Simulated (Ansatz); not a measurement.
Wavefunction ladder for C2H9AlSSi

Z-matrix (Å, degrees):
```
C
C 1 1.512
H 1 1.092 2 111.4
H 1 1.093 2 109.8 3 -119.7
H 1 1.092 2 110.9 3 120.9
S 2 1.829 1 110.7 3 -57.6
H 2 1.092 1 111.1 3 -178.1
H 2 1.091 1 112.0 3 60.8
Al 6 2.437 2 99.0 1 -92.9
Si 6 2.269 2 99.6 1 -155.2
H 9 1.588 6 105.9 2 16.0
H 9 1.583 6 110.7 2 154.9
H 10 1.491 6 102.8 2 -30.9
H 10 1.489 6 103.7 2 -142.7
```

Charge 0, multiplicity 1. The bonds changed during the relaxation, so this is another structure than the one it started from. The structure was optimised at the PBE0-D4/def2-TZVP level. It is one conformer, not always the lowest. Frozen core, restricted reference, Ansatz. CBS rows extrapolate triple and quadruple zeta; past MP2 they add the triple-zeta difference.

```csv
basis,HF (Eh),MP2 corr.,CCSD corr.,(T),CCSD(T) total
def2-TZVPP,-1009.42166,-0.74638,-0.81743,-0.03486,-1010.27395
def2-QZVPP,-1009.45236,-0.80001,–,–,–
CBS(def2),-1009.45659,-0.83973,-0.91078,as TZ,-1010.40223
```
